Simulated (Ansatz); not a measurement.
Sn26H30, a nanocrystal cut from cubic tin. Total charge 0; singlet. Geometry PBE-D4/def2-SVP.

```xyz
56

Sn   -0.5678   -0.3211    3.4783
Sn    0.6511   -4.4133    1.8466
Sn   -3.8133   -3.5548    2.6465
Sn   -3.5391    0.1732   -0.0571
Sn   -2.2783   -3.8966   -1.7333
Sn    3.8564   -1.2270    2.6594
Sn    2.5703    2.9214    4.3658
Sn   -0.3654    3.4426    0.7755
Sn    4.0647    2.6039    0.0210
Sn    0.9126   -0.6685   -0.8595
Sn   -2.0466   -0.1476   -4.3746
Sn    1.1901    3.0943   -3.5269
Sn   -3.3113    3.9790   -2.7206
Sn   -1.1767   -3.0787    3.5315
Sn    2.0759    0.1425    4.3678
Sn    3.3046   -3.9950    2.7078
Sn   -0.9030    0.6655    0.8471
Sn    0.3452   -3.4404   -0.7894
Sn   -4.0828   -2.5990    0.0052
Sn   -3.8406    1.2076   -2.6688
Sn   -2.5791   -2.9185   -4.3636
Sn    3.5438   -0.1744    0.0567
Sn    2.2469    3.9078    1.7415
Sn   -0.6600    4.4213   -1.8604
Sn    3.8243    3.5577   -2.6229
Sn    0.5935    0.3326   -3.4872
H    -1.6723    0.5297    4.5304
H     0.2835   -6.1195    1.8659
H    -4.9535   -2.7471    3.6801
H    -4.1710   -5.2548    2.7198
H    -4.6480    0.9942    1.0136
H    -2.6028   -5.6114   -1.7074
H     5.4924   -0.9485    3.2003
H     1.4605    3.7016    5.4527
H     4.1758    3.2696    4.9361
H    -1.5176    4.2488    1.8114
H     5.6854    2.8814    0.6069
H    -2.2262    0.4809   -5.9931
H     1.0239    3.6965   -5.1569
H    -4.4094    4.8185   -1.6666
H    -3.5542    4.6100   -4.3226
H    -0.9860   -3.6805    5.1589
H     2.2433   -0.4863    5.9878
H     3.5331   -4.6280    4.3110
H     4.4041   -4.8420    1.6614
H     1.4808   -4.2605   -1.8325
H    -5.7115   -2.8726   -0.5596
H    -5.4702    0.9097   -3.2192
H    -4.1902   -3.2251   -4.9411
H    -1.4880   -3.7388   -5.4395
H     4.6620   -0.9645   -1.0275
H     2.5822    5.6206    1.7090
H    -0.3102    6.1313   -1.8756
H     4.2047    5.2521   -2.7044
H     4.9578    2.7301   -3.6484
H     1.7063   -0.5095   -4.5371
```

In the def2 sets Sn takes a core potential; there is no spin–orbit coupling. Single mean-field runs in def2-SVP, def2-TZVP are fitted with def2-universal-jkfit.

Question: Estimate the orbital energies around the gap (eV) in Ansatz with PBE-D4/def2-SVP, PBE-D4/def2-TZVP, r2SCAN-D4/def2-SVP, PBE0-D4/def2-SVP, PBE0-D4/def2-TZVP.

Answer: 
```
orbital  PBE-D4/def2-SVP  PBE-D4/def2-TZVP  r2SCAN-D4/def2-SVP  PBE0-D4/def2-SVP  PBE0-D4/def2-TZVP
HOMO−13            -6.30             -6.36               -6.55             -7.18              -7.21
HOMO−12            -6.23             -6.30               -6.49             -7.12              -7.15
HOMO−11            -6.22             -6.29               -6.47             -7.10              -7.12
HOMO−10            -6.19             -6.25               -6.44             -7.09              -7.12
 HOMO−9            -6.19             -6.25               -6.44             -7.09              -7.12
 HOMO−8            -6.07             -6.16               -6.32             -6.96              -7.00
 HOMO−7            -6.07             -6.13               -6.31             -6.92              -6.94
 HOMO−6            -6.06             -6.13               -6.31             -6.92              -6.94
 HOMO−5            -5.96             -6.02               -6.20             -6.79              -6.81
 HOMO−4            -5.86             -5.93               -6.10             -6.69              -6.71
 HOMO−3            -5.86             -5.93               -6.10             -6.69              -6.71
 HOMO−2            -5.70             -5.77               -5.92             -6.51              -6.53
 HOMO−1            -5.70             -5.77               -5.92             -6.50              -6.53
   HOMO            -5.66             -5.72               -5.88             -6.46              -6.48
   LUMO            -2.97             -3.09               -2.83             -2.28              -2.35
 LUMO+1            -2.89             -3.00               -2.80             -2.27              -2.35
 LUMO+2            -2.68             -2.80               -2.57             -2.05              -2.13
 LUMO+3            -2.59             -2.71               -2.48             -1.95              -2.03
 LUMO+4            -2.59             -2.71               -2.48             -1.95              -2.03
 LUMO+5            -2.50             -2.62               -2.38             -1.85              -1.93
```
